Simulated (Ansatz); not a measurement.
Start from `[OH][GeH2][SnH3]` and change one atom or group to get `[OH][GeH2][SeH]`.

Ansatz, PBE0-D4/def2-TZVP geometries, multiplicity 1. Each molecule was computed in one conformer, which needn't be the lowest.

Elements past krypton have def2 core potentials. Scalar relativity is left out up to krypton.

```tsv
property	`[OH][GeH2][SnH3]`
HOMO–LUMO gap (PBE0/def2-TZVPP) / eV	7.04
HOMO energy (PBE/def2-TZVPP) / eV	-6.34
zero-point energy (PBE0-D4/def2-TZVP) / kJ/mol	130.1
HOMO–LUMO gap (PBE/def2-TZVPP) / eV	5.04
LUMO energy (PBE0/def2-TZVPP) / eV	-0.50
HOMO energy (ωB97M-V/def2-TZVPP) / eV	-9.58
```

Problem. What does the change do to each property? (Best estimate.)

Solution. Computed: 
```tsv
property	`[OH][GeH2][SeH]`	shift
HOMO–LUMO gap (PBE0/def2-TZVPP) / eV	7.01	-0.03
HOMO energy (PBE/def2-TZVPP) / eV	-6.05	0.29
zero-point energy (PBE0-D4/def2-TZVP) / kJ/mol	99.4	-30.7
HOMO–LUMO gap (PBE/def2-TZVPP) / eV	4.94	-0.10
LUMO energy (PBE0/def2-TZVPP) / eV	-0.22	0.28
HOMO energy (ωB97M-V/def2-TZVPP) / eV	-9.39	0.19
```

The zero-point energy changes by -30.7 kJ/mol with -6 modes.

Spin–orbit coupling is left out; it splits and shifts lone-pair levels of the heavy atoms by tenths of an eV.
